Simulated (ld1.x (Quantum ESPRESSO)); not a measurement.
Pseudopotential generation for zirconium (Zr): ultrasoft, PBE, scalar-relativistic.

The input file (ld1.x (Quantum ESPRESSO) 7.5):

```
&input
   title='Zr', zed=40., rel=1, dft='PBE', iswitch=3,
   config='[Kr] 4d2 5s2 5p0',
   nld=3, rlderiv=4.70, eminld=-2.0, emaxld=5.0, deld=0.02
 /
 &inputp
   pseudotype=3, tm=.true., lloc=-1, rcloc=1.90,
   nlcc=.false.,
   file_pseudopw='Zr.UPF', file_wfcaegen='ae.wfc', file_wfcncgen='nc.wfc', file_beta='beta', file_chi='chi', file_wfcusgen='us.wfc'
 /
6
5S  1  0   2.00   0.00  2.75  3.55  0.0
5S  1  0   0.00   0.15  2.75  3.55  0.0
5P  2  1   0.00   0.00  3.65  4.35  0.0
5P  2  1   0.00   1.85  3.65  4.35  0.0
4D  3  2   2.00   0.00  1.65  2.25  0.0
4D  3  2   0.00   0.10  1.65  2.25  0.0
 &test
   configts(1)='4d2 5s2 5p0'
 /
```

Command:

```bash
ld1.x < Zr.in > Zr.out
```

Output (shortened: banner, matrices, multipoles, cross overlaps and the repeated all-electron block are left out):

```
Program LD1 v.7.5
     --------------------------- All-electron run ----------------------------

     Zr
     scalar relativistic calculation

     atomic number is 40.00
     dft =PBE   lsd =0 sic =0 latt =0  beta=0.20 tr2=1.0E-14
     Exchange-correlation= PBE
                           (   1   4   3   4   0   0   0)
     mesh =1225 r(mesh) = 100.59681 a.u. xmin = -7.00 dx = 0.01250
     1 Ry =  13.60569312 eV, c = 137.03599908

     n l     nl                  e(Ry)          e(Ha)          e(eV)
     1 0     1S 1( 2.00)     -1310.1237      -655.0619    -17825.1411
     2 0     2S 1( 2.00)      -181.5303       -90.7651     -2469.8452
     2 1     2P 1( 6.00)      -161.8775       -80.9388     -2202.4559
     3 0     3S 1( 2.00)       -29.7501       -14.8750      -404.7707
     3 1     3P 1( 6.00)       -23.3474       -11.6737      -317.6579
     4 0     4S 1( 2.00)        -4.0060        -2.0030       -54.5045
     4 1     4P 1( 6.00)        -2.3859        -1.1929       -32.4614
     3 2     3D 1(10.00)       -12.8408        -6.4204      -174.7080
     4 2     4D 1( 2.00)        -0.2645        -0.1323        -3.5989
     5 0     5S 1( 2.00)        -0.3263        -0.1631        -4.4392
     5 1     5P 1( 0.00)        -0.1080        -0.0540        -1.4693

     final scf error:  3.8E-15 reached in  25 iterations

     Etot =   -7197.066779 Ry,   -3598.533389 Ha,  -97921.081979 eV

     Ekin =    7400.180090 Ry,    3700.090045 Ha,  100684.579354 eV
     Encl =  -17329.433663 Ry,   -8664.716831 Ha, -235778.956413 eV
     Eh   =    2959.970718 Ry,    1479.985359 Ha,   40272.453242 eV
     Exc  =    -227.783923 Ry,    -113.891962 Ha,   -3099.158161 eV

     normalization and overlap integrals

     s(1S/1S) =  1.000000  <r> =   0.0371  <r2> =    0.0019  r(max) =   0.0241
     s(2S/2S) =  1.000000  <r> =   0.1626  <r2> =    0.0312  r(max) =   0.1368
     s(2P/2P) =  1.000000  <r> =   0.1417  <r2> =    0.0245  r(max) =   0.1093
     s(3S/3S) =  1.000000  <r> =   0.4585  <r2> =    0.2410  r(max) =   0.4060
     s(3P/3P) =  1.000000  <r> =   0.4621  <r2> =    0.2489  r(max) =   0.4010
     s(4S/4S) =  1.000000  <r> =   1.2129  <r2> =    1.6687  r(max) =   1.0764
     s(4P/4P) =  1.000000  <r> =   1.3687  <r2> =    2.1516  r(max) =   1.1748
     s(3D/3D) =  1.000000  <r> =   0.4525  <r2> =    0.2477  r(max) =   0.3495
     s(4D/4D) =  1.000000  <r> =   2.2977  <r2> =    6.6283  r(max) =   1.5859
     s(5S/5S) =  1.000000  <r> =   3.7281  <r2> =   15.8828  r(max) =   3.1538
     s(5P/5P) =  1.000000  <r> =   5.1644  <r2> =   31.0604  r(max) =   4.1521

     ------------------------ End of All-electron run ------------------------

     --------------------- Generating US pseudopotential ---------------------

      Generating local potential from pseudized AE potential:
      Matching radius rcloc =   1.9000

      Local pseudo, rcloc= 1.889 Estimated cut-off energy=     7.00 Ry

      Wfc   5S  rcut= 2.749  Using Troullier-Martins method
      Wfc-us  5S rcutus= 3.529  Estimated cut-off energy=     3.71 Ry

      Wfc   5S  rcut= 2.749  Using Troullier-Martins method
      Wfc-us  5S rcutus= 3.529  Estimated cut-off energy=     4.73 Ry

      Wfc   5P  rcut= 3.619  Using Troullier-Martins method
      Wfc-us  5P rcutus= 4.311  Estimated cut-off energy=     4.06 Ry

      Wfc   5P  rcut= 3.619  Using Troullier-Martins method
      Wfc-us  5P rcutus= 4.311  Estimated cut-off energy=     3.86 Ry

      Wfc   4D  rcut= 1.667  Using Troullier-Martins method
      Wfc-us  4D rcutus= 2.250  Estimated cut-off energy=    22.53 Ry

      Wfc   4D  rcut= 1.667  Using Troullier-Martins method
      Wfc-us  4D rcutus= 2.250  Estimated cut-off energy=    23.95 Ry

     ------------------- End of pseudopotential generation -------------------

     Computing logarithmic derivative in   4.67575
     Message from routine run_pseudo:
     Warning: convergence not achieved
     Computing logarithmic derivative in   4.67575
     Computing the partial wave expansion
     R is outside the sphere for l=    0 j= 0.00
     R is outside the sphere for l=    0 j= 0.00
     R is outside the sphere for l=    1 j= 0.00
     R is outside the sphere for l=    1 j= 0.00
     R is outside the sphere for l=    2 j= 0.00
     R is outside the sphere for l=    2 j= 0.00

     ---------------------- Testing the pseudopotential ----------------------

     Zr
     scalar relativistic calculation

     atomic number is 40.00   valence charge is  4.00
     dft =PBE   lsd =0 sic =0 latt =0  beta=0.20 tr2=1.0E-14
     mesh =1225 r(mesh) = 100.59681 xmin = -7.00 dx = 0.01250

     n l     nl             e AE (Ry)        e PS (Ry)    De AE-PS (Ry)
     3 2     4D   1( 2.00)       -0.26451       -0.26451        0.00000
     1 0     5S   1( 2.00)       -0.32628       -0.32628        0.00000
     2 1     5P   1( 0.00)       -0.10799       -0.10799        0.00000

     eps = 9.7E-14  iter =201

     Etot =   -7197.066779 Ry,   -3598.533389 Ha,  -97921.081979 eV
     Etotps =    -5.525037 Ry,      -2.762518 Ha,     -75.171952 eV

     Ekin =       4.658339 Ry,       2.329170 Ha,      63.379936 eV
     Encl =     -14.927516 Ry,      -7.463758 Ha,    -203.099205 eV
     Ehrt =       4.819439 Ry,       2.409719 Ha,      65.571803 eV
     Ecxc =      -1.622963 Ry,      -0.811482 Ha,     -22.081541 eV
     Epseu=       1.547665 Ry,       0.773833 Ha,      21.057055 eV

     ---------------------- End of pseudopotential test ----------------------
```

Note: ghost states, extra bound levels that the all-electron valence spectrum of the same l lacks: s at -111.1 eV, p at -43.5 eV. A true bound ghost makes a file unfit for plane-wave use.

Generation and configuration tests took about 8.3 s on one core of a shared server CPU.

Transferability test of the new file with ld1.x, input:

```
&input
   title='Zr', zed=40., rel=1, dft='PBE', iswitch=2,
   config='[Kr] 4d2 5s2 5p0'
 /
 &test
   file_pseudo='Zr.UPF', nconf=8,
   configts(1)='4d2 5s2 5p0',
   configts(2)='4d2 5s1 5p0',
   configts(3)='4d2 5s0 5p0',
   configts(4)='4d1 5s0 5p0',
   configts(5)='4d2 5s1 5p1',
   configts(6)='4d2 5s1.5 5p0',
   configts(7)='4d1 5s2 5p0',
   configts(8)='4d1 5s2 5p1'
 /
```

```bash
ld1.x < Zr.test.in > Zr.test.out
```

Pseudopotential blocks of its output, shortened (energy terms left out; the distinct warnings before each block abridged to one line each):

```
     Warning: convergence not achieved
     ---------------------- Testing the pseudopotential ----------------------

     n l     nl             e AE (Ry)        e PS (Ry)    De AE-PS (Ry)
     3 2     4D   1( 2.00)       -0.26451       -0.26451        0.00000
     1 0     5S   1( 2.00)       -0.32628       -0.32628        0.00000
     2 1     5P   1( 0.00)       -0.10799       -0.10799        0.00000

     eps = 5.0E-14  iter =201

     Etot =   -7197.066779 Ry,   -3598.533389 Ha,  -97921.081979 eV
     Etotps =    -5.525037 Ry,      -2.762518 Ha,     -75.171952 eV

     ---------------------- End of pseudopotential test ----------------------

          Warning: convergence not achieved
     ---------------------- Testing the pseudopotential ----------------------

     n l     nl             e AE (Ry)        e PS (Ry)    De AE-PS (Ry)
     3 2     4D   1( 2.00)       -0.73368       -0.73374        0.00007
     1 0     5S   1( 1.00)       -0.73090       -0.72886       -0.00204
     2 1     5P   1( 0.00)       -0.46021       -0.42493       -0.03528  !

     eps = 5.9E-05  iter =201

     Etot =   -7196.542213 Ry,   -3598.271106 Ha,  -97913.944892 eV
     Etotps =    -5.000845 Ry,      -2.500422 Ha,     -68.039958 eV
     dEtot_ae =       0.524566 Ry
     dEtot_ps =       0.524192 Ry,   Delta E=       0.000374 Ry

     ---------------------- End of pseudopotential test ----------------------

          ---------------------- Testing the pseudopotential ----------------------

     n l     nl             e AE (Ry)        e PS (Ry)    De AE-PS (Ry)
     3 2     4D   1( 2.00)       -1.27152       -1.26167       -0.00984  !
     1 0     5S   1( 0.00)       -1.17881       -1.15226       -0.02655  !
     2 1     5P   1( 0.00)       -0.85757       -0.74820       -0.10937  !

     eps = 1.1E-15  iter =  8

     Etot =   -7195.591120 Ry,   -3597.795560 Ha,  -97901.004619 eV
     Etotps =    -4.060639 Ry,      -2.030319 Ha,     -55.247807 eV
     dEtot_ae =       1.475659 Ry
     dEtot_ps =       1.464398 Ry,   Delta E=       0.011261 Ry

     ---------------------- End of pseudopotential test ----------------------

          ---------------------- Testing the pseudopotential ----------------------

     n l     nl             e AE (Ry)        e PS (Ry)    De AE-PS (Ry)
     3 2     4D   1( 1.00)       -2.07285       -2.04284       -0.03001  !
     1 0     5S   1( 0.00)       -1.78561       -1.72786       -0.05775  !
     2 1     5P   1( 0.00)       -1.39421       -1.26405       -0.13016  !

     eps = 3.2E-15  iter = 11

     Etot =   -7193.928092 Ry,   -3596.964046 Ha,  -97878.377969 eV
     Etotps =    -2.413940 Ry,      -1.206970 Ha,     -32.843323 eV
     dEtot_ae =       3.138687 Ry
     dEtot_ps =       3.111097 Ry,   Delta E=       0.027590 Ry

     ---------------------- End of pseudopotential test ----------------------

          Warning: convergence not achieved
     ---------------------- Testing the pseudopotential ----------------------

     n l     nl             e AE (Ry)        e PS (Ry)    De AE-PS (Ry)
     3 2     4D   1( 2.00)       -0.34196       -0.35197        0.01002  !
     1 0     5S   1( 1.00)       -0.37902       -0.38500        0.00598  !
     2 1     5P   1( 1.00)       -0.15029       -0.15488        0.00459

     eps = 6.1E+02  iter =201

     Etot =   -7196.843245 Ry,   -3598.421623 Ha,  -97918.040652 eV
     Etotps =    -5.300131 Ry,      -2.650066 Ha,     -72.111956 eV
     dEtot_ae =       0.223533 Ry
     dEtot_ps =       0.224906 Ry,   Delta E=      -0.001372 Ry

     ---------------------- End of pseudopotential test ----------------------

          Warning: convergence not achieved
     ---------------------- Testing the pseudopotential ----------------------

     n l     nl             e AE (Ry)        e PS (Ry)    De AE-PS (Ry)
     3 2     4D   1( 2.00)       -0.48960       -0.48985        0.00025
     1 0     5S   1( 1.50)       -0.52268       -0.52250       -0.00019
     2 1     5P   1( 0.00)       -0.27730       -0.26803       -0.00928  !

     eps = 1.0E-03  iter =201

     Etot =   -7196.855127 Ry,   -3598.427563 Ha,  -97918.202302 eV
     Etotps =    -5.313367 Ry,      -2.656683 Ha,     -72.292038 eV
     dEtot_ae =       0.211652 Ry
     dEtot_ps =       0.211670 Ry,   Delta E=      -0.000017 Ry

     ---------------------- End of pseudopotential test ----------------------
```

The test run then stopped with an error in chargeps: “negative rho”.
